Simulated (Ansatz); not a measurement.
Harmonic frequencies (cm⁻¹) at PBE0-D4/def2-TZVP from Ansatz: 80, 105, 157, 190, 253, 370, 522, 569, 666, 679, 731, 759, 809, 867, 896, 907, 929, 1151, 1273, 1369, 1444, 1450, 1646, 2186, 2590, 3048, 3131, 3140, 3590, 3683.

Each molecule was computed in one conformer, which needn't be the lowest.

Question: Which molecule is it?
A. `C[Se][B](N)[GaH2]`
B. `BC[SiH](N)F`
C. `C[SiH2]B(N)F`
D. `C[SiH](F)BN`

Answer: D.
